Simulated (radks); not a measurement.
The numbers below are computed, except where a source is named.
All-electron atom: Ne in [Ne] (the NIST ground configuration).

Level of theory: non-relativistic Kohn-Sham, PBE, spin-polarised, spherical densities, point nucleus (a radial shooting solver on a logarithmic mesh with Libxc functionals).

Energy parts (eV):
total: -3506.634
kinetic: 3498.368
electron-nucleus: -8459.956
Hartree: 1791.682
exchange-correlation: -336.728

Orbitals (lengths in bohr, moments of r in powers of bohr; <r^-3> diverges for s and p1/2):
[
 {"orbital": "1s", "occ.": "2", "eigenvalue (eV)": "-829.6571", "<r>": "0.1582", "<r^-3>": "-", "<1/r>": "9.604"},
 {"orbital": "2s", "occ.": "2", "eigenvalue (eV)": "-36.2778", "<r>": "0.8987", "<r^-3>": "-", "<1/r>": "1.633"},
 {"orbital": "2p", "occ.": "6", "eigenvalue (eV)": "-13.3473", "<r>": "0.9816", "<r^-3>": "11.23", "<1/r>": "1.436"}
]

The highest occupied level is 2p at -13.347 eV. Summed over all electrons, <r^2> = 9.833 bohr^2, which gives a Langevin (diamagnetic) susceptibility term of -7.79 x 10^-6 cm^3/mol.
